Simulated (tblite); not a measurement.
Compound: C₄H₆F₂O₂Si.
Structure used (GFN2-xTB), in Å, numbered top down from 1:
```xyz
15
C4H6F2O2Si angstrom
C      2.236    0.333   -0.944
O      1.215   -0.631   -0.956
Si     0.237   -1.243    0.160
C     -1.140   -0.007    0.651
C     -0.712    1.289    1.167
O      0.449    1.576    1.323
C     -2.433   -0.270    0.538
F     -3.430    0.549    0.858
F     -2.949   -1.404    0.095
H      1.985    1.167   -0.288
H      3.166   -0.124   -0.602
H      2.366    0.693   -1.965
H      0.874   -1.606    1.425
H     -0.355   -2.324   -0.607
H     -1.515    2.008    1.410
```

All values are computed: GFN2-xTB (tblite) harmonic vibrations without scaling, gas phase. The method is semi-empirical: single wavenumbers can be off by several per cent or more. Modes of hydrogen on silicon can be 10 to 20 % off. One conformer, not necessarily the lowest.

Harmonic wavenumbers (cm⁻¹): 30.5, 86.2, 106.9, 116.9, 123.8, 126.9, 164.9, 178.3, 248.1, 314.4, 375.9, 427.9, 510.9, 554.7, 592.0, 615.6, 641.2, 734.5, 748.5, 796.7, 914.9, 1015.2, 1126.2, 1137.4, 1147.0, 1175.7, 1198.8, 1375.3, 1412.0, 1467.6, 1476.0, 1691.6, 1737.9, 2269.6, 2373.8, 2794.9, 2969.6, 2992.8, 2995.0.

A = 2200, B = 879.1, C = 680.6 MHz; mass 152.011 u (most abundant isotopes); point group C1, symmetry number 1.

Problem. What is the zero-point energy?

Solution. ½Σν̃ = 20383 cm⁻¹ = 243.84 kJ/mol.

Problem. What is S at 298.15 K and 1 bar for an ideal gas of classical rigid rotors and harmonic oscillators?

Solution. Translation 171.51, rotation 125.02, vibration 148.96: S = 445.5 J/(mol K).

Problem. And Cp and H(298.15 K) − H(0)?

Solution. Cp = 166.15 J/(mol K), of which vibrations give 132.89 (their classical limit is 39 R = 324.3); H(298.15 K) − H(0) = 32.25 kJ/mol without the zero-point energy, 22.33 from vibrations.

Problem. What must be added to the electronic energy to get the Gibbs energy at 298.15 K and 1 bar?

Solution. ZPE + [H(298.15 K) − H(0)] − T·S = 243.84 + 32.25 − 132.82 = 143.27 kJ/mol.

Problem. How do the functions run with temperature in this model?

Solution. 
| T (K) | S (J/(mol K)) | Cp (J/(mol K)) | H − H(0) (kJ/mol) | G − H(0) (kJ/mol) | ln q(vib) |
| --- | --- | --- | --- | --- | --- |
| 50 | 255.3 | 63.3 | 2.25 | -10.52 | 0.78 |
| 100 | 309.2 | 92.9 | 6.22 | -24.70 | 2.41 |
| 373.15 | 485.3 | 188.7 | 45.57 | -135.50 | 11.11 |
| 500 | 545.1 | 220.5 | 71.61 | -200.94 | 14.60 |
| 750 | 643.4 | 263.9 | 132.59 | -349.97 | 20.77 |
| 1000 | 723.4 | 291.2 | 202.23 | -521.13 | 26.17 |

q(vib) and H(0) count from the zero-point level.

Problem. Which modes carry the vibrational entropy at 298.15 K?

Solution. 30.5 cm⁻¹: 24.25; 86.2 cm⁻¹: 15.67; 106.9 cm⁻¹: 13.91; 116.9 cm⁻¹: 13.18; 123.8 cm⁻¹: 12.72; 126.9 cm⁻¹: 12.52 J/(mol K); the other 33 give 56.71 together.

Hindered rotation and anharmonicity are outside this model. Other conformers, if any are populated, would add a mixing term that is left out. The structure is chiral; the term R ln 2 for an equal mix with its mirror image is left out.
